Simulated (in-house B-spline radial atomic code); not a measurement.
Configurations of Hg, with energies counted from [Xe] 4f14 5d10 6s2. Computed with an all-electron radial atomic-structure program (B-spline basis): Dirac-Hartree-Fock, average of configuration, Fermi nucleus of rms radius 5.4648 fm. Energies include first-order Breit, QED and recoil terms.

Occupations are held fixed; configurations that lie above the ionisation limit could autoionise.

| configuration | E - E(ref) (eV) | highest orbital | its <r> (bohr) |
| --- | --- | --- | --- |
| [Xe] 4f14 5d10 6s1 (8p3/2)1 | 7.6528 | 8p3/2 | 22.92 |
| [Xe] 4f14 5d10 6s1 (6f5/2)1 | 7.9692 | 6f5/2 | 31.46 |
| [Xe] 4f14 5d10 6s1 (8f5/2)1 | 8.2359 | 8f5/2 | 67.44 |
| [Kr] 4d10 4f14 5s2 (5p1/2)2 (5p3/2)3 5d10 6s2 9s1 | 72.632 | 9s1/2 | 28.23 |
| [Kr] 4d10 4f14 5s2 (5p1/2)1 (5p3/2)4 5d10 6s2 (6p3/2)1 | 86.751 | 6p3/2 | 4.033 |

(1) Order these further configurations by energy, lowest first.
A. [Kr] 4d10 4f14 5s2 (5p1/2)2 (5p3/2)3 5d10 6s2 8s1
B. [Xe] (4f5/2)6 (4f7/2)7 5d10 6s2 (8d5/2)1
C. [Xe] 4f14 5d10 6s1 (8d3/2)1
D. [Xe] (4f5/2)6 (4f7/2)7 5d10 6s2 (9d3/2)1
E. [Xe] 4f14 (5d3/2)4 (5d5/2)5 6s2 (6g9/2)1

## Answers

(1) C (7.9741 eV), E (12.976 eV), A (72.123 eV), B (104.34 eV), D (104.5 eV).
